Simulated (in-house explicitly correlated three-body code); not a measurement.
Computed with an exponentially correlated three-body code. Model: two electrons around a point charge, non-relativistic, variational in 260 exponentially correlated functions (energies converged to about 1e-7 hartree, or 1e-8 relative for large Z), ground state as one setting changes.

Given: nuclear charge 7.

```csv
Yukawa screening of all interactions (1/bohr),ground energy (hartree),binding of second electron (eV),mean radius (bohr),mean distance of electrons (bohr),mean cosine of angle
0.014,-44.5997227,549.6,0.22649,0.33484,-0.018942
0.035,-44.3281764,546.19,0.2265,0.33485,-0.018941
0.07,-43.878347,540.55,0.22652,0.33488,-0.018939
0.14,-42.9888717,529.38,0.22659,0.33498,-0.018931
0.245,-41.6796354,512.95,0.22677,0.33527,-0.018908
0.35,-40.3996429,496.9,0.22706,0.33571,-0.018876
0.525,?,?,?,?,?
0.7,-36.3347575,445.97,0.22864,0.33813,-0.0187
1.05,-32.5621164,398.77,0.23113,0.34195,-0.018441
1.4,-29.0615805,355.05,0.23449,0.34711,-0.018113
1.75,-25.8162696,314.6,0.23874,0.35363,-0.017728
2.1,-22.8117451,277.21,0.24392,0.36159,-0.017291
2.8,-17.4763406,211.05,0.25744,0.38241,-0.016279
3.5,?,?,?,?,?
4.2,-9.22844818,109.6,0.30281,0.45271,-0.013723
4.9,-6.19125205,72.693,0.34142,0.51298,-0.012153
5.6,-3.81068151,44.087,0.40135,0.60712,-0.010344
```

**Question.** What follows for Yukawa screening of all interactions = 0.525?

**Answer.** ground energy -38.3292532 hartree; binding of second electron 470.95 eV; mean radius 0.22773 bohr; mean distance of electrons 0.33674 bohr; mean cosine of angle -0.0188.

**Question.** What follows for Yukawa screening of all interactions = 3.5?

**Answer.** ground energy -12.9712201 hartree; binding of second electron 155.47 eV; mean radius 0.27629 bohr; mean distance of electrons 0.41154 bohr; mean cosine of angle -0.015092.
